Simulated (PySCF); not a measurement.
Dipole moment and polarisability of `C/N=C\[C@@H]1CCOBO1`

Compound: C₅H₁₀BNO₂.
Geometry (PBE0-D3(BJ)/def2-SVP, Å), atoms numbered from 1 in this order:
```
atom  x, y, z in Å
C1     3.3788   -0.3876   -0.8144
N2     2.7064    0.7884   -1.2901
C3     1.5134    1.0487   -0.9637
C4     0.5754    0.2468   -0.0901
C5    -0.0640   -0.9120   -0.8484
C6    -1.1245   -1.5650    0.0171
O7    -2.0439   -0.6181    0.5159
B8    -1.6735    0.6785    0.6730
O9    -0.4211    1.1297    0.3890
H10    4.3907   -0.1121   -0.4781
H11    2.8806   -0.9419    0.0037
H12    3.5180   -1.0844   -1.6582
H13    1.0522    1.9659   -1.3678
H14    1.1280   -0.1529    0.7804
H15    0.7003   -1.6469   -1.1430
H16   -0.5199   -0.5246   -1.7754
H17   -1.6907   -2.3164   -0.5549
H18   -0.6537   -2.0900    0.8678
H19   -2.4877    1.4669    1.0808
```

Level: CAM-B3LYP/def2-SVPD (PySCF), static field, nuclei fixed, core orbitals frozen in the response. The polarisability tensor in these axes (au):

```
x   102.81  -4.24  -9.60
y    -4.24  82.43   0.65
z    -9.60   0.65  70.07
```

Q: Diagonalise the tensor; give its mean and Δα, where Δα² is half the sum of the squared differences of the eigenvalues.

A: Principal values 67.45, 81.68 and 106.19 au; mean 85.10 au = 12.61 Å³ = 14.03 × 10⁻⁴⁰ C²·m²/J; Δα = 33.94 au (40 % of the mean).

Q: What is the dipole moment, and where does it point?

A: (0.86, -3.04, -0.12) D, 3.17 D in size, pointing from the negative to the positive side. Measured along this direction, the outermost atoms are H19 at the negative end and H12 at the positive end.

Q: What depolarisation ratio follows for Rayleigh scattering of linearly polarised light, taking the static tensor?

A: ρ = 3Δα²/(45ᾱ² + 4Δα²) = 3455.3/(325929 + 4607.1) = 0.0105.

Q: In a dilute gas of rigid molecules at 400 K, how does the orientational term μ²/3kT compare with the electronic polarisability?

A: In Gaussian units μ²/3kT = 60.56 Å³ against 12.61 Å³, a ratio of 4.80; the Debye molar polarisation (4π/3)N_A(α + μ²/3kT) is 184.6 cm³/mol, leaving out the vibrational part.

Q: What would n − 1 = 2πNα be for an ideal gas of these molecules at 350 K and 1 atm, electronic part alone?

A: N = p/kT = 2.0968 × 10¹⁹ cm⁻³, so n − 1 = 2π × N × 12.61 × 10⁻²⁴ cm³ = 1662 × 10⁻⁶ at long wavelengths.

One conformer (not necessarily the lowest) at the PBE0-D3(BJ)/def2-SVP geometry, without solvent, vibrations or thermal averaging.
